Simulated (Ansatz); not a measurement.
Ansatz (a program for electronic structure) input:

Ansatz 0.2 input:
```yaml
crystal:
  periodic: [false, false, false]
  atoms:
    - {symbol: Si, position_ang: [-0.17502803, -0.14084555, -0.35540535]}
    - {symbol: C, position_ang: [-1.42464260, 1.04666391, -1.16744330]}
    - {symbol: C, position_ang: [-0.90964085, -0.68169846, 1.31527784]}
    - {symbol: N, position_ang: [1.29288796, 0.64007644, -0.11775371]}
    - {symbol: Si, position_ang: [2.81335053, -0.11850105, 0.58683194]}
    - {symbol: H, position_ang: [-0.24532253, -1.36210777, -1.22271756]}
    - {symbol: H, position_ang: [-2.40919044, 0.59238832, -1.23211196]}
    - {symbol: H, position_ang: [-1.11492674, 1.30718536, -2.17546253]}
    - {symbol: H, position_ang: [-1.52171370, 1.96947843, -0.60419088]}
    - {symbol: H, position_ang: [-1.82298757, -1.26195392, 1.19497967]}
    - {symbol: H, position_ang: [-0.19160414, -1.29647451, 1.84682436]}
    - {symbol: H, position_ang: [-1.13654930, 0.17323415, 1.94717489]}
    - {symbol: H, position_ang: [1.55319945, 1.34259538, -0.79426804]}
    - {symbol: H, position_ang: [2.19217047, -1.25203037, 1.34148536]}
    - {symbol: H, position_ang: [3.27706867, -0.88659987, -0.62352988]}
basis:
  gaussian:
    orbitals: def2-TZVP
hamiltonian:
  xc: b3lyp
  dispersion: d3bj
total_charge: -1
relax: {f_tol: 0.002, max_steps: 150}
```

Which total energy does the run end on?

-716.17881 Eh (B3LYP-D3(BJ)/def2-TZVP). The basis has 227 functions.

It need not be the lowest isomer of its formula. Whether it binds its extra electron was not tested at this geometry.
